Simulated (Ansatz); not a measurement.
`F[Si](Cl)(Cl)[O][GeH3]` + HCl → `F[Si](Cl)(Cl)Cl` + `[OH][GeH3]` at 700 K and 1 bar (ligand exchange at the Si–O bond).

Gas-phase electronic energies from Ansatz, PBE0-D4/def2-TZVP geometries. CCSD(T)/CBS is the MP2 limit (def2-TZVPP, def2-QZVPP) plus CCSD(T) − MP2 in def2-TZVPP, frozen cores. This one scheme is used for every species. For Ge outer-core shells are correlated without core-valence functions, which leaves a few kJ/mol of doubt a bond. Scalar relativity is left out up to krypton. Each species was taken in one conformer, which may not be the lowest.

```
                 species  CCSD(T)/CBS energy (Eh)  H − E (kJ/mol)  S (J/(mol·K))
`F[Si](Cl)(Cl)[O][GeH3]`              -3461.76595           180.9          552.9
                     HCl               -460.38127            38.4          211.8
       `F[Si](Cl)(Cl)Cl`              -1768.43208            80.0          413.1
            `[OH][GeH3]`              -2153.69723           141.7          338.7
```

H − E and S are ideal-gas, rigid-rotor, harmonic terms from PBE0-D4/def2-TZVP, for one conformer and one mirror image of each species. 1 Eh = 2625.50 kJ/mol, R = 8.31446 J/(mol·K).

Q: By hand: ΔE, ΔH, ΔS and ΔG.

A: ΔE = (-1768.43208) + (-2153.69723) − (-3461.76595) − (-460.38127) = 0.01791 Eh = 47.0 kJ/mol. Δ(H − E) = 80.0 + 141.7 − 180.9 − 38.4 = 2.4, so ΔH = 49.4 kJ/mol. ΔS = 413.1 + 338.7 − 552.9 − 211.8 = -12.9 J/(mol·K). ΔG = 49.4 − 700 × (-12.9)/1000 = 58.4 kJ/mol.

Q: By hand: the equilibrium constant, and the temperature at which ΔG would vanish if ΔH and ΔS stayed fixed.

A: log₁₀ K = −ΔG/(RT ln 10) = -4.4. ΔH and −TΔS have one sign here, so there is no such temperature.

The number of gas molecules stays the same, so ΔS is small and ΔH decides. A doubt of 5 kJ/mol in ΔE shifts log₁₀ K by 0.4 here. Other conformers and mirror images would add mixing entropy, several J/(mol·K) or more a flexible species. Modes under 60 cm⁻¹, often nearly free rotors, make the harmonic entropy too high. These are equilibria of isolated gas molecules and say nothing of rates. Largest T1 diagnostic: 0.011 (customary marks: 0.02 for closed shells, 0.045 for open ones).

ΔS is within the doubt of such terms, so its sign, and with it that verdict, could turn.
